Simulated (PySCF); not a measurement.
## Calculated data, CH6AlN2, CH3AlNO, CH7N2Si, CH6NSi and others

Calculation on a computer-drawn molecule: the log of a Hartree-Fock and frozen-core CCSD(T) single point meant for a local Hartree-Fock minimum, with one planted fault or none, to be diagnosed. Offsets are logged minus clean, where the clean run is the same molecule without the fault. The reference is restricted for singlets and unrestricted otherwise, and also for a bond in bohr or an excited solution. Adding or removing an electron swaps singlet and doublet. The excited solution moves the top pair (singlet) or top alpha electron (doublet) to the lowest empty orbital. Highest occupied and lowest empty are orbital energies over both spins, largest force is the largest gradient component, triples share is (T) over the correlation energy, the T1 limit is 0.02 restricted and 0.045 unrestricted, electrons count all cores, a negative frequency is imaginary (commonest isotopes), and the dipole is about the centre of nuclear charge. Program: PySCF 2.14.0.

Common to all runs: meant basis cc-pV(D+d)Z; logged SCF converged yes; possible faults no fault, one electron removed, one electron added, multiplicity raised by two, geometry at a saddle point, SCF held on an excited solution, minimal basis STO-3G, one bond length entered in bohr, all coordinates scaled.

(1) CH6AlN2

Logged structure:
```xyz
10
CH6AlN2
N     -0.1544    -2.1809     2.5486
C     -0.1778    -0.8440     2.1582
Al    -1.3872     0.0111     0.9372
N     -2.7341    -0.8663     0.1932
H      0.3108    -2.3839     3.4125
H     -1.0232    -2.6740     2.4864
H      0.6790    -0.2955     2.5486
H     -1.2153     1.5440     0.5922
H     -3.4000    -0.4474    -0.4291
H     -2.9376    -1.8440     0.2805
```

* meant charge: 0
* meant multiplicity: 2
* logged electrons: 40
* logged basis functions: 95
* logged spin squared: 0
* logged highest occupied: 0.67942 eV
* logged lowest empty: 8.5719 eV
* logged largest force: 0.056365 hartree/bohr
* logged T1 diagnostic: 0.014333
* logged D1 diagnostic: 0.055588
* logged triples share: 0.03031
* logged CC converged: yes
* logged dipole magnitude: 3.9046 debye
* logged SCF stable within its kind: yes
* logged energy HF: -392.11465 hartree
* logged energy CCSD(T): -392.74483 hartree
* planted fault: one electron added
* HF energy offset from clean run: 45.28 kcal/mol
* CCSD(T) energy offset from clean run: 19.11 kcal/mol

Drawn bonds:
```tsv
atom	other atom	order
1	2	1
2	3	1
3	4	1
1	5	1
1	6	1
2	7	1
3	8	1
4	9	1
4	10	1
```

Notes: highest electron not bound in this basis.

(2) CH3AlNO

Logged structure:
```xyz
7
CH3AlNO
N     -2.0316    -0.2603    -1.4683
C     -1.4146     0.6923    -0.6785
Al     0.2538     0.5515     0.2166
O      1.6516     0.4670     0.9381
H     -2.7726     0.0578    -2.0617
H     -1.4526    -0.9377    -1.9219
H     -2.0507     1.5483    -0.4681
```

- meant charge: 0
- meant multiplicity: 2
- logged electrons: 37
- logged basis functions: 80
- logged spin squared: 1.2267
- logged highest occupied: -5.4533 eV
- logged lowest empty: -0.58529 eV
- logged largest force: 0.10597 hartree/bohr
- logged dipole magnitude: 11.909 debye
- logged SCF stable within its kind: no
- logged energy HF: -410.67816 hartree
- planted fault: SCF held on an excited solution
- HF energy offset from clean run: 70 kcal/mol

Drawn bonds:
```tsv
atom	other atom	order
1	2	1
2	3	1
3	4	2
1	5	1
1	6	1
2	7	1
```

Notes: coupled-cluster numbers left out as unreliable.

(3) CH3AlNO

Logged structure:
```xyz
7
CH3AlNO
N     -1.9280    -0.2470    -1.3934
C     -1.3425     0.6570    -0.6439
Al     0.2408     0.5234     0.2055
O      1.5674     0.4432     0.8903
H     -2.6312     0.0549    -1.9565
H     -1.3785    -0.8899    -1.8239
H     -1.9461     1.4694    -0.4443
```

- meant charge: 0
- meant multiplicity: 2
- logged electrons: 37
- logged basis functions: 80
- logged spin squared: 0.7592
- logged highest occupied: -8.5884 eV
- logged lowest empty: 1.8649 eV
- logged largest force: 0.089824 hartree/bohr
- logged T1 diagnostic: 0.024441
- logged D1 diagnostic: 0.079492
- logged triples share: 0.030315
- logged CC converged: yes
- logged dipole magnitude: 7.4831 debye
- logged SCF stable within its kind: yes
- logged energy HF: -410.76565 hartree
- logged energy CCSD(T): -411.33714 hartree
- planted fault: all coordinates scaled, by -5.1 %
- HF energy offset from clean run: 15.1 kcal/mol
- CCSD(T) energy offset from clean run: 23.34 kcal/mol

Drawn bonds:
```tsv
atom	other atom	order
1	2	1
2	3	1
3	4	2
1	5	1
1	6	1
2	7	1
```

(4) CH7N2Si

Logged structure:
```xyz
11
CH7N2Si
N     -1.1427    -1.0938     0.4012
C      0.0716    -0.4899     0.7256
Si     1.1147     0.3860    -0.5177
N      0.7736    -0.3040    -2.0654
H     -1.5461    -0.7947    -0.4657
H     -1.8267    -1.1170     1.1333
H      0.3828    -0.6321     1.7554
H      2.5250     0.3090    -0.0503
H      0.7982     1.8308    -0.6719
H      0.9479    -1.2828    -2.2053
H      1.0326     0.2092    -2.8879
```

- meant charge: 0
- meant multiplicity: 2
- logged electrons: 42
- logged basis functions: 100
- logged spin squared: 0
- logged highest occupied: 1.0463 eV
- logged lowest empty: 9.2792 eV
- logged largest force: 0.082577 hartree/bohr
- logged T1 diagnostic: 0.017298
- logged D1 diagnostic: 0.076993
- logged triples share: 0.027581
- logged CC converged: yes
- logged dipole magnitude: 3.4425 debye
- logged SCF stable within its kind: yes
- logged energy HF: -439.68226 hartree
- logged energy CCSD(T): -440.35091 hartree
- planted fault: one electron added
- HF energy offset from clean run: 58.81 kcal/mol
- CCSD(T) energy offset from clean run: 35.37 kcal/mol

Drawn bonds:
```tsv
atom	other atom	order
1	2	1
2	3	1
3	4	1
1	5	1
1	6	1
2	7	1
3	8	1
3	9	1
4	10	1
4	11	1
```

Notes: highest electron not bound in this basis.

(5) CH6NSi

Logged structure:
```xyz
9
CH6NSi
N     -0.3403     0.1910     3.1293
C     -0.5600     1.3833     2.2167
Si     0.4370     1.6209     0.4867
H      0.6871    -0.1683     3.1713
H     -0.7342     0.3115     4.1372
H     -1.5568     1.9762     2.4295
H     -0.1021     0.6866    -0.7141
H      0.3088     3.1553     0.0196
H      1.9915     1.2519     0.7156
```

* meant charge: 0
* meant multiplicity: 2
* logged electrons: 33
* logged basis functions: 81
* logged spin squared: 0.7668
* logged highest occupied: -8.5215 eV
* logged lowest empty: 3.0635 eV
* logged largest force: 0.0593 hartree/bohr
* logged T1 diagnostic: 0.019984
* logged D1 diagnostic: 0.10042
* logged triples share: 0.028597
* logged CC converged: yes
* logged dipole magnitude: 1.3262 debye
* logged SCF stable within its kind: yes
* logged energy HF: -384.65594 hartree
* logged energy CCSD(T): -385.12427 hartree
* planted fault: all coordinates scaled, by +8.6 %
* HF energy offset from clean run: 31.4 kcal/mol
* CCSD(T) energy offset from clean run: 23.7 kcal/mol

Drawn bonds:
```tsv
atom	other atom	order
1	2	1
2	3	1
1	4	1
1	5	1
2	6	1
3	7	1
3	8	1
3	9	1
```

(6) ClH4N2Si

Logged structure:
```xyz
8
ClH4N2Si
N     -1.3413    -3.4816     1.7674
Si    -1.7480    -1.9030     1.7741
N     -0.6654    -0.7230     2.0791
Cl    -3.6115    -1.4043     1.4009
H     -2.0059    -4.2131     1.5799
H     -0.4161    -3.8327     1.9467
H     -0.9116     0.2523     2.0840
H      0.3072    -0.8802     2.2806
```

* meant charge: 1
* meant multiplicity: 1
* logged electrons: 48
* logged basis functions: 32
* logged spin squared: 0
* logged highest occupied: -15.86 eV
* logged lowest empty: -0.21254 eV
* logged largest force: 0.039537 hartree/bohr
* logged T1 diagnostic: 0.017938
* logged D1 diagnostic: 0.085445
* logged triples share: 0.031085
* logged CC converged: yes
* logged dipole magnitude: 4.8904 debye
* logged SCF stable within its kind: yes
* logged energy HF: -849.88893 hartree
* logged energy CCSD(T): -850.0682 hartree
* planted fault: minimal basis STO-3G
* HF energy offset from clean run: 6061 kcal/mol
* CCSD(T) energy offset from clean run: 6329 kcal/mol

Drawn bonds:
```tsv
atom	other atom	order
1	2	1
2	3	1
2	4	1
1	5	1
1	6	1
3	7	1
3	8	1
```

(7) ClH4N2Si

Logged structure:
```xyz
8
ClH4N2Si
N     -1.3413    -3.4816     1.7674
Si    -1.7480    -1.9030     1.7741
N     -0.6654    -0.7230     2.0791
Cl    -3.6115    -1.4043     1.4009
H     -2.0059    -4.2131     1.5799
H     -0.4161    -3.8327     1.9467
H     -1.1308     1.1200     2.0883
H      0.3072    -0.8802     2.2806
```

- meant charge: 1
- meant multiplicity: 1
- logged electrons: 48
- logged basis functions: 94
- logged spin squared: 0.6486
- logged highest occupied: -16.999 eV
- logged lowest empty: -4.5154 eV
- logged largest force: 0.038758 hartree/bohr
- logged T1 diagnostic: 0.060437
- logged D1 diagnostic: 0.32348
- logged triples share: 0.031846
- logged CC converged: yes
- logged dipole magnitude: 3.9388 debye
- logged SCF stable within its kind: yes
- logged energy HF: -859.38883 hartree
- logged energy CCSD(T): -860.00078 hartree
- planted fault: one bond length entered in bohr, row 6 of the drawn bonds
- HF energy offset from clean run: 99.61 kcal/mol
- CCSD(T) energy offset from clean run: 96.2 kcal/mol

Drawn bonds:
```tsv
atom	other atom	order
1	2	1
2	3	1
2	4	1
1	5	1
1	6	1
3	7	1
3	8	1
```

Notes: T1 above single-reference limit.

(8) H5N2OSi

Logged structure:
```xyz
9
H5N2OSi
N      0.0845    -1.8321    -2.2863
Si    -0.8859    -0.7600    -1.5281
N     -2.1686    -1.2268    -0.6396
O     -0.6459     0.7886    -1.6057
H      0.8828    -1.5713    -2.8377
H     -0.0479    -2.8279    -2.2534
H     -2.4489    -2.1795    -0.4932
H     -2.7655    -0.5642    -0.1750
H      0.0125     1.3051    -2.0524
```

- meant charge: 1
- meant multiplicity: 1
- logged electrons: 39
- logged basis functions: 90
- logged spin squared: 0.7788
- logged highest occupied: -22.623 eV
- logged lowest empty: -13.716 eV
- logged largest force: 0.11023 hartree/bohr
- logged T1 diagnostic: 0.06945
- logged D1 diagnostic: 0.46251
- logged triples share: 0.028364
- logged CC converged: yes
- logged dipole magnitude: 6.5255 debye
- logged SCF stable within its kind: yes
- logged energy HF: -474.93381 hartree
- logged energy CCSD(T): -475.55805 hartree
- planted fault: one electron removed
- HF energy offset from clean run: 355.4 kcal/mol
- CCSD(T) energy offset from clean run: 369.4 kcal/mol

Drawn bonds:
```tsv
atom	other atom	order
1	2	1
2	3	1
2	4	1
1	5	1
1	6	1
3	7	1
3	8	1
4	9	1
```

Notes: T1 above single-reference limit.

(9) ClH3NOSi

Logged structure:
```xyz
7
ClH3NOSi
N     -1.5323     0.0605    -0.5733
Si    -0.4719     1.2836    -0.7082
O      0.7679     1.4557     0.2236
Cl    -0.7152     2.6368    -2.0926
H     -2.3287    -0.0392    -1.1812
H     -1.4714    -0.6715     0.1145
H      1.1052     0.9508     0.9552
```

* meant charge: 1
* meant multiplicity: 1
* logged electrons: 47
* logged basis functions: 89
* logged spin squared: 0.7583
* logged highest occupied: -24.269 eV
* logged lowest empty: -14.329 eV
* logged largest force: 0.13464 hartree/bohr
* logged T1 diagnostic: 0.027402
* logged D1 diagnostic: 0.1662
* logged triples share: 0.026882
* logged CC converged: yes
* logged dipole magnitude: 9.9249 debye
* logged SCF stable within its kind: yes
* logged energy HF: -878.78404 hartree
* logged energy CCSD(T): -879.36622 hartree
* planted fault: one electron removed
* HF energy offset from clean run: 370.1 kcal/mol
* CCSD(T) energy offset from clean run: 390.6 kcal/mol

Drawn bonds:
```tsv
atom	other atom	order
1	2	1
2	3	1
2	4	1
1	5	1
1	6	1
3	7	1
```

(10) ClH3NOSi

Structure as in entry 9.

- meant charge: 1
- meant multiplicity: 1
- logged electrons: 48
- logged basis functions: 31
- logged spin squared: 0
- logged highest occupied: -16.632 eV
- logged lowest empty: -0.62074 eV
- logged largest force: 0.039437 hartree/bohr
- logged T1 diagnostic: 0.018824
- logged D1 diagnostic: 0.085804
- logged triples share: 0.043249
- logged CC converged: yes
- logged dipole magnitude: 5.7703 debye
- logged SCF stable within its kind: yes
- logged energy HF: -869.38029 hartree
- logged energy CCSD(T): -869.54685 hartree
- planted fault: minimal basis STO-3G
- HF energy offset from clean run: 6271 kcal/mol
- CCSD(T) energy offset from clean run: 6552 kcal/mol

Drawn bonds:
```tsv
atom	other atom	order
1	2	1
2	3	1
2	4	1
1	5	1
1	6	1
3	7	1
```
